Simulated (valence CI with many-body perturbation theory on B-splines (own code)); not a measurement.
## Ladder of approximations for Re³⁺

Calculated by valence CI with perturbative core correlation (CI+MBPT): four valence electrons over a frozen Dirac-Fock core [Xe] 4f14, a basis of 9 s, 9 p, 10 d, 8 f, 5 g, 3 h, 1 i functions for each j, with the one-electron correlation potential Σ1 (screened to all orders), the two-electron term Σ2, the three-electron term Σ3, Breit, model QED; selected single and double excitations, second order for the rest, scaled by the run's own slope (own B-spline code, finite nucleus).

Set against measurement, 62 paired levels are off by 914 cm⁻¹ on average, the worst by 1875. These come from a selection out of Brasseur, Gamrath and Quinet, At. Data Nucl. Data Tables 157, 101636 (2024). Levels without a partner in it may be off by more, other configurations by 1,000 to 8,000 cm⁻¹. Among the levels kept, up to 300 cm⁻¹ of a level comes from second order outside the variational space, and about a tenth of that is noise between levels of different J, which matters for small intervals. Only levels of the ground parity were solved; by the run's estimate the other parity begins above the list, which can be wrong where configurations are misplaced.

Each rung adds one term. CI alone is the Dirac-Coulomb CI over the frozen core; QED comes last and gives the full result, which names the levels. Energies are above 5d4 5D_0 on the same rung, in eV. A blank means that the level has no clear partner on that rung.

Names give the largest LS component (configuration and term), which can be under half, so a name can repeat, a term be missing and a line seem to break the LS rules; names also repeat where a configuration has a term twice. Letters in brackets count levels of one name in rising energy.

```
       Level  CI alone       Σ1       Σ2       Σ3    Breit      QED    Full
    5d4 5D_1    0.3176  +0.0639  -0.0078  -0.0003  -0.0126  +0.0018  0.3625
    5d4 5D_2    0.6287  +0.1089  -0.0030  -0.0019  -0.0216  +0.0031  0.7141
    5d4 5D_3    0.8896  +0.1348  +0.0113  -0.0026  -0.0269  +0.0039   1.010
    5d4 5D_4     1.095  +0.1407  +0.0301  -0.0029  -0.0281  +0.0040   1.239
5d4 3P_0 [a]     1.528  +0.1455  +0.1676  +0.0050  -0.0188  +0.0045   1.832
    5d4 3H_4     1.997  +0.1270  -0.0012  -0.0118  -0.0182  +0.0028   2.096
5d4 3P_1 [a]     2.031  +0.1968  +0.2079  +0.0253  -0.0265  +0.0066   2.441
    5d4 3G_3     2.282  +0.1567  +0.0643  -0.0049  -0.0206  +0.0041   2.482
5d4 3F_2 [a]     2.209  +0.1586  +0.1379  +0.0134  -0.0196  +0.0050   2.504
    5d4 3H_5     2.446  +0.1762  -0.0085  -0.0072  -0.0283  +0.0043   2.582
    5d4 3H_6     2.670  +0.1932  -0.0063  -0.0094  -0.0320  +0.0047   2.820
5d4 3G_4 [a]     2.747  +0.2312  +0.0758  -0.0025  -0.0352  +0.0063   3.023
5d4 3P_2 [a]     2.651  +0.2337  +0.1943  +0.0225  -0.0303  +0.0071   3.079
5d4 3G_4 [b]     2.999  +0.2116  +0.0909  -0.0176  -0.0327  +0.0056   3.257
5d4 3F_3 [a]     3.017  +0.2315  +0.0990  +0.0014  -0.0343  +0.0068   3.321
    5d4 3D_3     3.332  +0.2105  +0.0899  -0.0123  -0.0304  +0.0057   3.595
5d4 1D_2 [a]     3.247  +0.2309  +0.2155  +0.0204  -0.0336  +0.0079   3.688
    5d4 3G_5     3.423  +0.2791  +0.0774  -0.0071  -0.0454  +0.0078   3.735
    5d4 3D_1                     +0.1885  -0.0106  -0.0363  +0.0078   3.978
```

The middle columns are the shifts that each term adds.

(1) How does the ionisation energy move along the ladder, and which term matters most?

## Answers

(1) CI alone 37.975, + Σ1 39.230, + Σ2 39.982, + Σ3 39.967, + Breit 39.966, + QED 39.974 eV. The largest step is Σ1, 1.255 eV. NIST lists 39.1 ± 1.7 eV (theoretical).
